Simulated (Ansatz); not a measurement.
Cartesian coordinates in Å:
```
O -3.484 0.437 0.974
Si -1.881 0.418 0.739
O -1.162 1.044 2.048
O -1.562 1.263 -0.639
O -1.318 -1.088 0.453
Ge -0.406 -1.864 -0.789
F -1.322 -2.021 -2.216
F -0.063 -3.448 -0.266
O 1.071 -1.058 -1.174
Si 2.012 0.060 -0.443
O 3.050 0.492 -1.618
O 1.124 1.291 0.152
O 2.745 -0.520 0.888
H -3.804 0.389 1.876
H -0.204 1.138 1.983
H -2.230 1.886 -0.930
H 3.661 1.204 -1.422
H 0.381 1.594 -0.388
H 3.390 -1.219 0.772
```

Charge 0, multiplicity 1.

List the CAM-B3LYP/def2-TZVPP orbital energies in eV (the Gaussian-basis code of Ansatz). (Estimate.)

Ansatz gave: Occupied: -10854.53, -1802.94, -1802.85, -1358.52, -1209.50, -1209.49, -1209.49, -673.59, -673.59, -523.31, -523.26, -523.25, -523.01, -522.94, -522.92, -522.92, -522.72, -173.63, -147.23, -147.14, -123.95, -123.93, -123.92, -102.59, -102.59, -102.57, -102.52, -102.49, -102.48, -38.05, -37.88, -37.71, -37.47, -37.46, -34.43, -33.63, -31.09, -30.84, -30.07, -29.85, -29.82, -29.77, -29.68, -29.24, -19.23, -18.58, -17.84, -17.17, -17.00, -16.63, -16.02, -15.82, -15.30, -15.29, -14.04, -13.84, -13.75, -13.69, -13.59, -13.43, -13.34, -13.13, -12.98, -12.68, -12.47, -12.28, -12.14, -11.99, -11.92, -11.53, -11.41, -11.23, -10.92, -10.86. Lowest empty: 0.26, 1.29, 1.36, 2.06, 2.21, 2.78, 3.27, 3.49.
